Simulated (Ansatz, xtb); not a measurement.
Process, species as SMILES: C[OH+]C(C)(C)C -> CC(C)CC[OH2+]
Each molecule is optimised on its own at B3LYP-D3(BJ)/def2-TZVP (Ansatz, a program for electronic structure), one conformer each, not searched for the lowest.

Wanted: isomerisation energy (electronic energy difference), in kcal/mol. Cores are frozen in the correlated levels unless marked. No spin-orbit coupling. No relativistic terms. CBS(X,Y): correlation extrapolated as X^-3; Hartree-Fock from the larger set. [CCSD(T)-MP2]/basis is that difference in the basis named.

```csv
level,program,isomerisation energy (kcal/mol)
GFN2-xTB,xtb,…
revPBE-D4/def2-TZVPD,Ansatz + dftd4,8.4
r2SCAN-D4/def2-TZVPD,Ansatz + dftd4,…
HSE06-D4/def2-TZVPD,Ansatz + dftd4,7.0
LC-wPBE/def2-TZVPD,Ansatz,6.9
B2PLYP-D3(BJ)/def2-TZVPD,Ansatz + dftd3,…
SCS-MP2/STO-3G,Ansatz,15.3
SCS-MP2/cc-pwCVTZ,Ansatz,7.2
CCSD/cc-pVDZ,Ansatz,7.0
"RI-MP2/CBS(cc-pVTZ,cc-pVQZ)+[CCSD(T)-MP2]/cc-pVTZ",Ansatz,…
```

**Question.** What belongs in the gaps?

**Answer.** 
- GFN2-xTB, isomerisation energy (kcal/mol): 13.8
- r2SCAN-D4/def2-TZVPD, isomerisation energy (kcal/mol): 9.3
- B2PLYP-D3(BJ)/def2-TZVPD, isomerisation energy (kcal/mol): 8.7
- RI-MP2/CBS(cc-pVTZ,cc-pVQZ)+[CCSD(T)-MP2]/cc-pVTZ, isomerisation energy (kcal/mol): 7.1
